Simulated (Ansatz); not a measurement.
C$_{2}$H$_{7}$NSi (`C1NC[SiH2]1`), relaxed with RKS PBE-D4/def2-SVP in Ansatz from a rough embedded geometry. The force threshold is 0.03 eV/Å; the program also tests the step.

The species carries charge 0 and has multiplicity 1.

Start:

```xyz
11

C     0.109   -0.144   -1.105
N     0.710   -0.989   -0.119
C     0.624   -0.009    0.977
Si   -0.917    0.733    0.180
H     0.846    0.509   -1.679
H    -0.468   -0.680   -1.930
H     0.185   -1.887    0.048
H     0.376   -0.520    1.975
H     1.510    0.587    1.092
H    -2.163    0.141    0.483
H    -0.812    2.260    0.078
```

**Question.** How much energy does the relaxation release, and in how many steps? (An estimate is asked.)

**Answer.** Computed: 64.94 kJ/mol, in 5 steps.

**Question.** Which bonds change most? (Estimate.)

**Answer.** Ansatz gave: Si4–H10 from 1.413 to 1.509 Å; C1–N2 from 1.431 to 1.498 Å; C1–Si4 from 1.863 to 1.918 Å; C3–H9 from 1.074 to 1.113 Å.

**Question.** Give the relaxed structure. (An estimate is asked.)

**Answer.** Computed: 
```xyz
11

C     0.077   -0.165   -1.213
N     0.792   -0.927   -0.140
C     0.597   -0.067    1.069
Si   -0.816    0.848    0.149
H     0.791    0.413   -1.842
H    -0.525   -0.801   -1.894
H     0.340   -1.837    0.002
H     0.356   -0.634    1.992
H     1.501    0.546    1.283
H    -2.170    0.270    0.481
H    -0.944    2.355    0.114
```
